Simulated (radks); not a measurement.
Removal energies from the germanium ion Ge5+, [Ar] 3d9, by Delta-SCF beside the eigenvalue of the level emptied. Calculated with a radial shooting solver on a logarithmic mesh with Libxc functionals: scalar-relativistic Kohn-Sham, BLYP, spin-polarised, spherical densities, finite nucleus; Fermi nuclear charge, rms radius of each element as measured or else 0.836 A^(1/3) + 0.57 fm. Open shells are filled with parallel spins first.

| removed from | final configuration | Delta-SCF (eV) | -eigenvalue (eV) |
|---|---|---|---|
| 3d | [Ar] 3d8 | 117.16 | 103.53 |
| 3p | [Ne] 3s2 3p5 3d9 | 204.90 | 190.79 |
| 3s | [Ne] 3s1 3p6 3d9 | 258.19 | 243.85 |
| 2p | [He] 2s2 2p5 3s2 3p6 3d9 | 1316.9 | 1278.1 |
